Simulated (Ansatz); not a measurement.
Relaxation of AlClFH₆NSi (11 atoms, charge 0, multiplicity 1), to a largest force component of 0.03 eV/Å in at most 50 steps.

Theory: RKS B3LYP-D4/def2-SVP (Ansatz 0.2.0).

```xyz
11
Properties=species:S:1:pos:R:3
Al -0.025 0.280 -0.393
F -0.587 0.563 1.171
Cl 1.973 0.797 -0.770
H -1.030 -0.171 -1.501
N 0.344 -2.164 1.479
H -0.329 -2.923 1.387
Si 1.985 -2.578 1.952
H 2.370 -3.785 1.160
H 2.866 -1.425 1.616
H 2.148 -2.897 3.409
H -0.109 -1.357 1.949
```

Task: Where does it end, and by what steps?

Result: The run converged. After 14 steps the energy has fallen by 1.033 eV; H8 moved furthest, 1.01 Å. Joined: Al1–N5 (3.10 → 2.04 Å).

```
step  energy less start (eV)  largest force component (eV/Å)  accepted
   0                  0.0000                           0.927       yes
   1                 -0.1712                           0.798       yes
   2                 -0.4355                           1.123       yes
   3                 -0.7324                           1.068       yes
   4                 -0.7892                           1.527       yes
   5                 -0.8015                           1.538       yes
   6                 -0.9459                           0.420       yes
   7                 -0.9686                           0.141       yes
   8                 -0.9935                           0.343       yes
   9                 -1.0090                           0.338       yes
  10                 -1.0254                           0.190       yes
  11                 -1.0113                           0.324        no
  12                 -1.0319                           0.048       yes
  13                 -1.0333                           0.035       yes
  14                 -1.0335                           0.023       yes
```

```xyz
11
Properties=species:S:1:pos:R:3
Al 0.055 -0.313 -0.043
F -0.532 0.903 0.970
Cl 2.081 -0.002 -0.687
H -0.961 -0.963 -1.061
N 0.305 -1.703 1.429
H -0.359 -2.463 1.249
Si 1.980 -2.350 1.764
H 2.451 -3.005 0.524
H 2.811 -1.215 2.215
H 1.839 -3.354 2.857
H -0.065 -1.195 2.242
```

Whether the end is a true minimum wasn't checked by a vibrational analysis.

Time of the run: 31 s on 4 threads of Arm Neoverse V1, with other jobs on the host, peak memory 0.26 GiB.
